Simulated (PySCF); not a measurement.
Species: C₄H₅N₂P.
Geometry (GFN2-xTB, Å), atoms numbered from 1 in this order:
```xyz
12
C4H5N2P angstrom
C     -2.1250   -0.2781    0.3386
C     -1.1388    0.5918    0.1801
N      0.1830    0.2166   -0.0317
C      1.2043    1.0905   -0.1951
P      2.7122    0.3057   -0.4369
C      1.7952   -1.1964   -0.2897
N      0.5169   -1.0638   -0.0851
H     -1.9334   -1.3359    0.3093
H     -3.1350    0.0495    0.5002
H     -1.2855    1.6625    0.2023
H      1.0046    2.1467   -0.1630
H      2.2027   -2.1897   -0.3550
```

Computed at PBE0/pcSseg-1 (PySCF, non-relativistic), with Q(14N) = 0.02044 b: N3, 14N (I = 1): χzz = -2.661 MHz, η = 0.542; N7, 14N (I = 1): χzz = -5.187 MHz, η = 0.496.

**Question.** Find the zero-field quadrupole resonance frequencies of 14N at N3.

**Answer.** From ν± = (3/4)|χ|(1 ± η/3) and ν0 = |χ|η/2: ν+ 2.356 MHz, ν− 1.635 MHz, ν0 0.721 MHz (pyrrole-type nitrogen).

**Question.** Find the zero-field quadrupole resonance frequencies of 14N at N7.

**Answer.** From ν± = (3/4)|χ|(1 ± η/3) and ν0 = |χ|η/2: ν+ 4.534 MHz, ν− 3.247 MHz, ν0 1.287 MHz (pyridine-type nitrogen).

In a crystal, neighbours and librations shift these lines. Geometry: GFN2-xTB, one conformer, isolated molecule. GFN2-xTB bond lengths can be off by several hundredths of an ångström, more for odd bonds, and the gradients follow them. The basis is small and wasn't made for field gradients, so the couplings can be 20 % off.

These values come from a run that also computed NMR shieldings. On one thread, Arm Neoverse V1, no GPU, shared host, this took 15 s wall.
